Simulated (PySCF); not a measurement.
## Gas-phase XPS of `CO[C@@]1(C(=O)Br)C[C@@H]1C`, computed

Compound: C₆H₉BrO₂.
Numbering: `[CH3:1][O:2][C@@:3]1([C:4](=[O:5])[Br:6])[CH2:7][C@@H:8]1[CH3:9]`

Method: delta-SCF UKS SCAN, pcX-2 on the ionised atom, pcseg-1 elsewhere, spin-free X2C (PySCF). Binding energies are ΔSCF values: E(core-ionised, relaxed orbitals) − E(ground state) at a fixed geometry, referred to the vacuum level.

Q: What binding energy does each computed site have?

A: 
```tsv
atom(s)	bonded to	level	binding energy (eV)	above the level's lowest (eV)	count
C9	C and 3 H	C 1s	290.92	0.00	1
C7	2 C and 2 H	C 1s	291.02	+0.10	1
C8	3 C and H	C 1s	291.22	+0.30	1
C1	O and 3 H	C 1s	292.31	+1.39	1
C3	O and 3 C	C 1s	292.72	+1.80	1
C4	O (double bond), Br and C	C 1s	294.15	+3.23	1
O5	C (double bond)	O 1s	538.24	0.00	1
O2	2 C	O 1s	538.83	+0.59	1
```

Lowest listed C 1s: C9, bonded to C and 3 H. Highest, 3.23 eV above it: C4, bonded to O (double bond), Br and C.

The listed O 1s values span 0.59 eV, from O5 (bonded to C (double bond)) to O2 (bonded to 2 C).

Q: Which effective nuclear charge Zeff reproduces each element's mean 1s value in the hydrogen-like formula E = 13.606 eV × Zeff²?

A: C (Z = 6): mean 292.1 eV, Zeff = 4.63, Z − Zeff = 1.37; O (Z = 8): mean 538.5 eV, Zeff = 6.29, Z − Zeff = 1.71. Means run over the listed sites, weighted by atom count.

No level of bromine is listed. Isolated species at its PBE0-D3(BJ)/def2-SVP geometry (one conformer only).

Shape of the structure used: `[CH3:1][O:2][C@@:3]1([C:4](=[O:5])[Br:6])[CH2:7][C@@H:8]1[CH3:9]`: C1–O2–C3–C4 -71°, O2–C3–C4–O5 -14°.
